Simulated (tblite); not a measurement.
Start geometry of `CCSCC[C]=O` [radical] from a force field or distance geometry (Å):
```
atom  x, y, z in Å
C1    -2.415    0.182   -0.639
C2    -1.808   -0.163    0.692
S3    -0.299   -1.198    0.527
C4     0.844    0.058   -0.157
C5     2.253   -0.528   -0.215
C6     3.177    0.477   -0.761
O7     3.916    1.292   -1.193
H8    -3.350    0.742   -0.475
H9    -1.763    0.820   -1.237
H10   -2.670   -0.713   -1.214
H11   -1.565    0.734    1.268
H12   -2.529   -0.744    1.295
H13    0.825    0.937    0.508
H14    0.513    0.349   -1.150
H15    2.271   -1.405   -0.864
H16    2.594   -0.833    0.785
```

What comes out of this run: GFN2-xTB geometry optimisation, gas phase in tblite 0.8.0?

```
atom  x, y, z in Å
C1    -2.4173    0.2263   -0.6515
C2    -1.7739   -0.1269    0.6757
S3    -0.3027   -1.1903    0.4889
C4     0.8923    0.0290   -0.1773
C5     2.2939   -0.5801   -0.1917
C6     3.3259    0.3476   -0.7022
O7     3.2912    1.4598   -1.1220
H8    -3.3322    0.7897   -0.4793
H9    -1.7510    0.8347   -1.2593
H10   -2.6640   -0.6781   -1.2030
H11   -1.4667    0.7636    1.2253
H12   -2.4537   -0.7113    1.2953
H13    0.8612    0.9102    0.4649
H14    0.5889    0.3013   -1.1882
H15    2.3132   -1.4745   -0.8198
H16    2.5871   -0.8919    0.8139
```

The energy falls by 55.9 kJ/mol over 72 L-BFGS steps, the largest force on an atom goes from 2.70 to 0.010 eV/Å, and the atoms move by 0.182 Å rms after alignment. Among the bonds, C1–C2, C1–H8 and C2–H12 change most and about equally (-0.015 to +0.014 Å). Bonds longer at the end by more than 0.005 Å: 3 of 15; shorter: 6. Among the angles that change most is C5–C6–O7, from 179.4° to 133.5°. Rotational constants go from 5189, 834.8, 750.9 to 4695, 925.4, 811.1 MHz. The orientation of the end geometry is arbitrary; only internal coordinates are fixed.

Its lowest GFN2-xTB frequency is 7i cm⁻¹, too small to tell a flat minimum from a shallow saddle. 3 starts were optimised and ended at 0.00, 1.67 and -2.07 kcal/mol (GFN2-xTB); the lowest of these is shown.

One conformer stands for the species.

All values are computed, not measured.
